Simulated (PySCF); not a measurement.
CHOS, SMILES [OH+]=C=S, charge +1. Atoms are numbered in the order given.

```xyz
4

O     -0.1074    -1.6248     0.0000
C      0.0051    -0.3989     0.0000
S      0.0082     1.0989     0.0000
H      0.6974    -2.1907     0.0000
```
Charge +1, spin multiplicity 1.

The structure is a stationary point at B3LYP-D3(BJ)/def2-TZVP. The isomer is the one that the SMILES or the coordinates give; other isomers of the formula were not compared.

Two levels are set side by side: PBE/pcSseg-2 (PySCF) and KT2/pcSseg-2 (PySCF). GIAO shifts against H2O (¹⁷O), H2S (³³S), TMS (¹H), TMS (¹³C) at the same level; non-relativistic, no solvent, atoms listed together averaged. Differences are taken from unrounded values.

```tsv
quantity	KT2	PBE	PBE minus KT2
δ(¹⁷O) of O1 (ppm)	128.2	133.4	5.2
δ(¹³C) of C2 (ppm)	150.9	156.8	5.9
δ(³³S) of S3 (ppm)	77.2	98.7	21.5
δ(¹H) of H4 (ppm)	8.72	8.54	-0.18
```

Rough cost on one machine, each run with all the roots and properties that it gave: KT2 against PBE within a factor of 2.
